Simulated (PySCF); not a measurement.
Species: C₅H₆Se.
Structure used (PBE0-D3(BJ)/def2-SVP), in Å, numbered top down from 1:
```
atom  x, y, z in Å
C1     2.545   -0.645    0.014
C2     1.536    0.019    0.116
C3     0.336    0.818    0.206
C4    -0.787    0.444   -0.789
C5    -1.617   -0.486    0.095
Se6   -0.846    0.292    1.739
H7     3.436   -1.240   -0.061
H8     0.587    1.888    0.231
H9    -0.423    0.002   -1.730
H10   -1.361    1.350   -1.030
H11   -1.329   -1.544    0.014
H12   -2.708   -0.390    0.014
```

Computed with PySCF at B3LYP/def2-SVPD, non-relativistic, on one gas-phase PBE0-D3(BJ)/def2-SVP geometry that isn't relaxed in the solvent. The solvent is an IEF-PCM continuum (Bondi radii, 1.10 Å for H, scaled by 1.2), and excitations are vertical TDDFT with non-equilibrium linear response and a frozen core. Only the electrostatic response of the medium enters. Spin–orbit coupling is left out although an atom past zinc is present.

```csv
run,E − E(gas) (kJ/mol),HOMO (eV),HOMO–LUMO gap (eV),dipole (D),lowest singlet (eV),static polarisability (au)
gas,0.00,-6.07,4.83,1.63,3.60,86.1
P,-13.22,-6.13,4.91,2.15,3.67,110.2
Q,-18.59,-6.18,4.95,2.40,3.71,122.2
```

Q: The runs were made in acetonitrile and chloroform. Which run belongs to which solvent?

A: P = chloroform, Q = acetonitrile. The dielectric constants are 4.711 (chloroform), 35.69 (acetonitrile), and the energy falls further as ε rises. The optical constants n² used for the excitations are 2.09, 1.81 in the same order. In this model the ground state sees the solvent through ε alone.

Q: How constant is the ratio of the lowering to (ε − 1)/(2ε + 1)?

A: 
```json
{"solvent": "chloroform", "(ε − 1)/(2ε + 1)": "0.356", "E − E(gas) (kJ/mol)": "-13.22", "ratio (kJ/mol)": "-37.1", "polarisation term (kJ/mol)": "-14.75"}
{"solvent": "acetonitrile", "(ε − 1)/(2ε + 1)": "0.479", "E − E(gas) (kJ/mol)": "-18.59", "ratio (kJ/mol)": "-38.8", "polarisation term (kJ/mol)": "-21.75"}
```

The ratio changes by +4.5 % in size from chloroform to acetonitrile. The polarisation term is half the interaction of the solute with the induced surface charges.

The run took about 40 s of CPU time (one thread, shared machine). This is the whole response run at B3LYP/def2-SVPD in acetonitrile, SCF included.
